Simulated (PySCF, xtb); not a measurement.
C₂H₄ClNOSi, SMILES O[Si@@]1(Cl)C=NC1. The values are those of a single conformer.

Harmonic wavenumbers (cm⁻¹) from xtb 6.7.1 with GFN2-xTB at its own minimum, in rising order: 67, 105, 162, 194, 225, 369, 411, 602, 646, 708, 762, 847, 856, 922, 1000, 1088, 1157, 1215, 1446, 1631, 2981, 2997, 3064, 3619.

Problem. What does B3LYP-D3(BJ)/def2-SVP in PySCF give at its own minimum? (The exact figures need the calculation; the answer reports its results.)

Solution. 103, 121, 193, 245, 276, 374, 428, 588, 693, 730, 807, 823, 903, 910, 969, 1137, 1181, 1265, 1419, 1620, 3064, 3119, 3139, 3869. Paired by order, the mean absolute difference is 48 cm⁻¹ and the zero-point energies are 38.7 and 40.0 kcal/mol.
